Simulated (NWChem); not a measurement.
# C₄H₃N; SMILES C(#N)CC#C

Results from NWChem. The geometry was optimised at PBE0/def2-SVP. Level r2SCAN/def2-SVP: energy and gradient on several grids; changes count from the extra-fine grid, which is no exact limit either.

Which is the coarsest grid (medium; xcoarse; xfine; coarse; fine) from which on the energy stays within 50 μHa and each gradient component within 100 μHa/bohr of xfine?

fine.
| grid | size of the energy change (μHa) | largest change of a gradient component (μHa/bohr) | time, medium = 1 (rough) |
|---|---|---|---|
| xcoarse | 600 | 5000 | about 1 |
| coarse | 1000 | 600 | about 1 |
| medium | 500 | 80 | about 1 |
| fine | < 10 | 50 | about 1 |
| xfine | < 10 | < 30 | 2 |
